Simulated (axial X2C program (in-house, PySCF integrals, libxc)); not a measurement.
**LiPd⁻: from the spin-free to the two-component result**

All values were computed with an axial X2C code built on PySCF integrals. Spin-free means the one-electron spin-free X2C Hamiltonian; two-component (2c) means X2C with spin–orbit coupling and atomic mean-field two-electron Coulomb and Gaunt terms, so the difference of the two also holds small scalar two-electron terms. Basis: Pd dyall-acv3z [13s13p9d5f3g], Li dyall-av3z [9s9p3d] (cores contracted in-house); Gaussian nuclei, density fitting, unrestricted open shells. Masses: Pd 105.903 u, Li 7.016 u.

Spin-free state: M_S = 0, Λ = 0 (closed shell); fragments Pd- + Li for PBE0, HF, r2SCAN; Pd + Li- for MP2, CCSD, CCSD(T).

```json
{"level": "PBE0", "Re (Å)": "2.233", "ωe (cm⁻¹)": "386.9", "De (eV)": "1.706", "μ (D)": "-3.65"}
{"level": "HF", "Re (Å)": "2.401", "ωe (cm⁻¹)": "260.3", "De (eV)": "0.398", "μ (D)": "-7.59"}
{"level": "MP2", "Re (Å)": "2.220", "ωe (cm⁻¹)": "408.7", "De (eV)": "1.663", "μ (D)": "n/a"}
{"level": "CCSD", "Re (Å)": "2.241", "ωe (cm⁻¹)": "379.4", "De (eV)": "1.535", "μ (D)": "n/a"}
{"level": "CCSD(T)", "Re (Å)": "2.234", "ωe (cm⁻¹)": "396.8", "De (eV)": "1.765", "μ (D)": "n/a"}
{"level": "r2SCAN", "Re (Å)": "2.209", "ωe (cm⁻¹)": "413.6", "De (eV)": "1.916", "μ (D)": "-3.10"}
```

Correlated methods: 12 electrons correlated (number of frozen shells: Pd 4 s, 3 p, 1 d; Li 1 s), 298 virtual spin orbitals or spinors in MP2, 90 natural virtuals in coupled cluster.

Dipoles are positive if Li is the positive end and refer to the centre of mass.

Two-component determinant lowest at the distance of the search:

Ω = 0 (closed shell); fragments Pd- + Li for PBE0, HF, r2SCAN; Pd + Li- for MP2, CCSD, CCSD(T).

| level | Re (Å) | ωe (cm⁻¹) | De (eV) | μ (D) |
| --- | --- | --- | --- | --- |
| PBE0 | 2.231 | 387.1 | 1.709 | -3.64 |
| HF | 2.398 | 260.6 | n/a | -7.57 |
| MP2 | 2.218 | 408.8 | 1.665 | n/a |
| CCSD | 2.239 | 379.6 | 1.537 | n/a |
| CCSD(T) | 2.232 | 396.9 | 1.766 | n/a |
| r2SCAN | 2.208 | 413.5 | 1.919 | -3.11 |

**Question.** From the two tables, how do the constants change at the CCSD(T) level (2c against spin-free)?

**Answer.** At the CCSD(T) level Re falls by 0.002 Å and ωe stays the same within 0.2 cm⁻¹; De changes by 0.001 eV.

Occupations by symmetry block were frozen at the best pattern of an incomplete PBE0 search. The closed shell is kept restricted, so the energy runs too high when the bond is stretched far. Dissociation energies refer to the lowest single-determinant-based atoms at the same level and basis. De is not given where an atomic determinant may have missed its ground term or J level, or where the truncated virtual space spoils (T). CCSD and (T) use frozen natural virtuals with an MP2 correction for the truncation; (T) itself is uncorrected, so its De runs slightly low. Other states lie close and PBE0, whose exact exchange favours high spin, may order them wrongly; the determinant shown need not be the ground state. The nearest other spin-free determinant of the search, M_S = 1, Λ = 0, lies 0.47 eV up at the distance of the search. Without a current term, density functionals place determinants with orbital angular momentum somewhat too high. The highest occupied level of some functionals is positive through self-interaction error; at Hartree–Fock it is bound. The T1 diagnostic is large, a sign of multireference character. Hartree–Fock gets electron affinities wrong, so its lowest charge split need not be the true one.
